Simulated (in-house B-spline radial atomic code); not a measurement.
Cl²⁺. Computed with a B-spline radial atomic code. Model: all-electron spherical atom, spin shells full or empty, radial basis limit, no spin-orbit coupling, Breit or QED, empty-state partial waves extrapolated as (l+1/2)^-4, RPA, G0W0 and static COHSEX of the highest shell as one setting changes (uncorrelated shells keep exact exchange).

Empty levels are discrete states of a finite basis, so the steps are uneven.

Given: element Cl; charge 2; filled core Ne; hamiltonian non-relativistic; mean-field start PBE0; highest l of empty states 9; lowest nl shells left uncorrelated 0; highest mean-field shell 3p up; box radius 17.55 bohr.

Shell: 3s 1 1, 3p 3 0 (electrons up and down).

| highest empty level kept (hartree) | RPA correlation energy (hartree) | G0W0 level (eV) | G0W0 minus most complete (meV) | COHSEX level (eV) | linearised minus solved G0W0 (meV) |
| --- | --- | --- | --- | --- | --- |
| 3 | -0.21675 | -39.148 | 557 | -40.494 | -12.7 |
| 6 | ? | ? | ? | ? | ? |
| 10.5 | -0.34678 | -39.447 | 258.6 | -41.353 | -14.6 |
| 18 | -0.42271 | -39.528 | 177.1 | -41.574 | -15.1 |
| 30 | -0.51516 | -39.584 | 121.6 | -41.725 | -15.5 |
| 54 | -0.63732 | -39.646 | 58.8 | -41.899 | -16 |
| 90 | ? | ? | ? | ? | ? |
| 180 | -0.76209 | -39.688 | 16.9 | -42.024 | -16.3 |
| 360 | -0.81518 | -39.699 | 6.2 | -42.056 | -16.4 |
| 750 | -0.84607 | -39.704 | 1.7 | -42.067 | -16.4 |
| 1800 | -0.86001 | -39.705 | 0.3 | -42.071 | -16.5 |
| 6000 | -0.8655 | -39.705 | 0 | -42.071 | -16.5 |

Problem. What follows for highest empty level kept = 6?

Solution. RPA correlation energy -0.27691 hartree; G0W0 level -39.331 eV; G0W0 minus most complete 373.9 meV; COHSEX level -41.012 eV; linearised minus solved G0W0 -13.8 meV.

Problem. What follows for highest empty level kept = 90?

Solution. RPA correlation energy -0.68861 hartree; G0W0 level -39.662 eV; G0W0 minus most complete 42.9 meV; COHSEX level -41.946 eV; linearised minus solved G0W0 -16.1 meV.
